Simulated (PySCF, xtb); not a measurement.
I2Sn, SMILES [I][Sn][I] (connectivity only; charge and spin as stated), charge -1, multiplicity 2.

Harmonic wavenumbers (cm⁻¹) from GFN2-xTB (xtb 6.7.1) at its own minimum, in rising order: 47, 160, 172.

**Question.** What does B3LYP-D3(BJ)/def2-SVPD (PySCF 2.14.0) give at its own minimum? (Estimate from the structure and the level; the computed values follow.)

**Answer.** 41, 134, 143. Paired by order, the mean absolute difference is 20 cm⁻¹ and the zero-point energies are 0.5 and 0.5 kcal/mol.
